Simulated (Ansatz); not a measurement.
```yaml
atoms:
  - { symbol: Al, position_ang: [0.8251, 0.4674, 0.0644] }
  - { symbol: Cl, position_ang: [3.1607, 0.8921, 1.0119] }
```

Basis set: cc-pVDZ (spherical functions). Frozen core: 10 orbitals. Charge 0, multiplicity 1.

Computed with Ansatz (development build ahead of 0.2.0); the reference of a correlated method needn't be the lowest determinant of its kind. Restricted open shells among the atoms or ions are ROHF, correlated in semicanonical orbitals with singles.

**Question.** Give the atomization energy at this shape (free ground-state atoms in the same class of orbitals less the molecule, no zero-point energy) of singlet AlCl by RHF-CCSD(T), RHF-CCSD.

**Answer.**

```
     method  atomization energy
RHF-CCSD(T)        399.4 kJ/mol
   RHF-CCSD        392.4 kJ/mol
```

Caution: no unrestricted run beside it, a lower state can exist.
